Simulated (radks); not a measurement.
The strontium ion Sr+ inside a hard spherical wall (all orbitals vanish at R), configuration held at [Kr] 5s1 and not refilled when levels cross. All-electron calculation, scalar-relativistic Kohn-Sham, PBEsol, spin-polarised, spherical densities, finite nucleus; open shells are filled with parallel spins first (spin-orbit coupling, left out, can overturn this in heavy ions); Fermi nuclear charge, rms radius 4.224 fm. Program: a radial shooting solver on a logarithmic mesh with Libxc functionals. Eigenvalues in eV for spin up, with the zero of energy where the potential of the charges vanishes at infinity; a dash marks a level that is unbound or too diffuse for the functional's potential to be trusted. A positive occupied level is held by the wall or, in an anion where self-interaction has pushed it up, behind a barrier. The pressure on the wall is -dE/dV.

| R (bohr) | E (hartree) | kinetic (hartree) | e(3d) | e(4s) | e(4p) | e(5s) | e(4d, empty) | e(5p, empty) | pressure (GPa) |
|---|---|---|---|---|---|---|---|---|---|
| free | -3177.33510 | 3257.976 | -134.40 | -47.216 | -29.133 | -8.717 | -7.028 | -5.699 | 0 |
| 20 | -3177.33510 | 3257.976 | -134.40 | -47.216 | -29.133 | -8.717 | -7.028 | -5.699 | < 0.0001 |
| 12 | -3177.33507 | 3257.976 | -134.39 | -47.213 | -29.130 | -8.715 | -7.026 | -5.686 | 0.000643 |
| 10 | -3177.33470 | 3257.981 | -134.37 | -47.188 | -29.106 | -8.693 | -7.004 | -5.608 | 0.0119 |
| 8 | -3177.33056 | 3258.013 | -134.19 | -47.026 | -28.950 | -8.511 | -6.857 | -5.157 | 0.192 |
| 5 | -3177.20991 | 3258.554 | -132.44 | -45.492 | -27.504 | -4.626 | -4.878 | 1.213 | 13.2 |
| 4 | -3176.91996 | 3259.727 | -129.90 | -43.536 | -25.596 | 3.164 | -1.634 | 11.812 | 79.1 |
| 3.5 | -3176.50751 | 3261.400 | -126.85 | -41.329 | -23.289 | 12.613 | 2.134 | 23.575 | 232 |
| 3 | -3175.52662 | 3265.246 | -120.82 | -36.937 | -18.415 | 31.507 | 9.549 | 45.657 | 784 |
| 2 | -3165.12860 | 3299.412 | -85.370 | -2.403 | 21.540 | 166.57 | 62.185 | 190.16 | 15600 |
| 1.5 | -3136.93287 | 3379.151 | -34.478 | 80.030 | 112.67 | 426.89 | 165.02 | 453.36 | 111000 |
